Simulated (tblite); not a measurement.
Parent: `[CH3:1]/[CH:2]=[C:3](/[SiH3:4])[CH2:5][F:6]` with C2–C3–C5–F6 179°, C4H9FSi.

Computed geometry: GFN2-xTB, gas phase. One conformer each, not checked by frequencies here.

```
coordinate of the parent    value
                   C1–C2  1.494 Å
                   C2=C3  1.329 Å
                  C3–Si4  1.891 Å
                   C3–C5  1.499 Å
                   C5–F6  1.378 Å
                C1–C2–C3   127.3°
               C2–C3–Si4   123.0°
                C2–C3–C5   121.7°
               Si4–C3–C5   115.3°
                C3–C5–F6   110.4°
```

Task: How does the shared frame change in `[CH3:1][CH2:2][CH2:3]/[C:4]([CH3:5])=[C:6](/[SiH3:7])[CH2:8][F:9]` with C1–C2–C3–C4 179°, C2–C3–C4–C5 -97°, C4–C6–C8–F9 139°, C7H15FSi? Atoms pair as C1 = C5, C2 = C4, C3 = C6, Si4 = Si7, C5 = C8, F6 = F9 (parent first).

Result: 
| parent | relative | value in the relative | change |
| --- | --- | --- | --- |
| C1–C2 | C5–C4 | 1.498 Å | +0.004 |
| C2=C3 | C4=C6 | 1.336 Å | +0.007 |
| C3–Si4 | C6–Si7 | 1.897 Å | +0.006 |
| C3–C5 | C6–C8 | 1.501 Å | +0.002 |
| C5–F6 | C8–F9 | 1.381 Å | +0.003 |
| C1–C2–C3 | C5–C4–C6 | 122.4° | -4.9 |
| C2–C3–Si4 | C4–C6–Si7 | 124.5° | +1.5 |
| C2–C3–C5 | C4–C6–C8 | 122.0° | +0.3 |
| Si4–C3–C5 | Si7–C6–C8 | 113.5° | -1.8 |
| C3–C5–F6 | C6–C8–F9 | 110.6° | +0.2 |

Of the parent's bonds, C2–C3 and C3–Si4 change most and about equally (+0.006 to +0.007 Å). Bonds of the relative outside the shared frame: C1–C2 1.524, C2–C3 1.533, C3–C4 1.509 Å.

Task: How does the shared frame change in `[CH3:1]/[C:2]([CH2:3][F:4])=[C:5](/[SiH3:6])[CH2:7][F:8]` with C1–C2–C3–F4 59°, C2–C5–C7–F8 165°, C5H10F2Si? Atoms pair as C1 = C1, C2 = C2, C3 = C5, Si4 = Si6, C5 = C7, F6 = F8 (parent first).

Result: 
| parent | relative | value in the relative | change |
| --- | --- | --- | --- |
| C1–C2 | C1–C2 | 1.504 Å | +0.010 |
| C2=C3 | C2=C5 | 1.336 Å | +0.007 |
| C3–Si4 | C5–Si6 | 1.900 Å | +0.009 |
| C3–C5 | C5–C7 | 1.501 Å | +0.002 |
| C5–F6 | C7–F8 | 1.373 Å | -0.005 |
| C1–C2–C3 | C1–C2–C5 | 123.4° | -3.9 |
| C2–C3–Si4 | C2–C5–Si6 | 125.1° | +2.1 |
| C2–C3–C5 | C2–C5–C7 | 118.1° | -3.6 |
| Si4–C3–C5 | Si6–C5–C7 | 116.8° | +1.5 |
| C3–C5–F6 | C5–C7–F8 | 112.1° | +1.7 |

Of the parent's bonds, C1–C2 and C3–Si4 change most and about equally (+0.009 to +0.010 Å). Bonds of the relative outside the shared frame: C2–C3 1.501, C3–F4 1.380 Å.
